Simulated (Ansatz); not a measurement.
Consider the redistribution: `[CH3][AlH][SiH2][AlH2]` + `C[SiH](N)CS` → `C[SiH](N)[CH2][AlH2]` + `[CH3][AlH][SiH2]S`.

Gas-phase electronic energies from Ansatz, PBE0-D4/def2-TZVP geometries. CCSD(T)/CBS adds triple-zeta CCSD(T) − MP2 to the extrapolated MP2 energy (def2 sets, frozen cores). DFT in def2-TZVPP. Each species was taken in one conformer, which may not be the lowest.

| level | ΔE (kJ/mol) | difference from CCSD(T)/CBS |
| --- | --- | --- |
| r2SCAN-D4 | -93.9 | 3.7 |
| PBE0-D4 | -87.1 | 10.5 |
| ωB97M-V | -102.4 | -4.8 |
| r2SCAN | -94.0 | 3.6 |
| HF/def2-TZVPP | -107.1 | -9.5 |
| MP2/def2-TZVPP | -104.2 | -6.6 |
| CCSD(T)/def2-TZVPP | -94.2 | 3.4 |
| HF/def2-QZVPP | -108.2 | -10.6 |
| HF/CBS(def2) | -108.3 | -10.7 |
| CCSD/CBS(def2) | -99.8 | -2.2 |
| CCSD(T)/CBS | -97.6 | 0 |

Largest T1 diagnostic among the species: 0.013.

From PBE to PBE0 (25 % exact exchange), in def2-TZVPP and without D4, ΔE moves by −6.2 kJ/mol.
